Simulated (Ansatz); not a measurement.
```yaml
atoms:
  - { symbol: Cr, position_ang: [0.0394, -0.0113, -0.0379] }
  - { symbol: H, position_ang: [0.0482, -0.0111, 1.5881] }
```

Basis set: STO-3G (spherical functions). Correlated methods keep 5 orbitals frozen. Charge 0, multiplicity 6.

Computed with Ansatz (development build ahead of 0.2.0); each method stands on the lowest determinant of its kind that the runs found.

The atomization energy at this shape (free ground-state atoms in the same class of orbitals less the molecule, no zero-point energy) of sextet CrH:

```csv
method,atomization energy
UHF,497.1 kJ/mol
```

Task: What does UHF-MP2 give?

Result: 541.6 kJ/mol.

This basis has no polarisation functions and is too small for such energies, which can lie far from measured ones in either direction.
